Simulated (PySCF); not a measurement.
**Electron correlation in Ar(4+) (argon, charge +4)**

Starting occupation: [Ne] 3s2 3p2, 3p1/2 with m_j = -1/2, +1/2. All numbers are calculated (PySCF 2.14, X2C-1e with screened-nucleus spin-orbit coupling, Gaussian nucleus, in x2c-TZVPall-2c (5s6p2d1f, 40 functions)). Frozen: [Ne]; 4 electrons correlated.

MP2 pair energies summed by pair of shells (mhartree):

| pair | energy | share (%) |
| --- | --- | --- |
| 3p-3s | -51.12 | 65.1 |
| 3s-3s | -19.39 | 24.7 |
| 3p-3p | -8.03 | 10.2 |

Total MP2 correlation energy: -78.54 mhartree.

The GHF reference relaxed away from the jj start to a determinant that is no pure jj level (⟨S²⟩ = 2.00, ⟨J²⟩ = 1.81); the energies belong to that determinant.
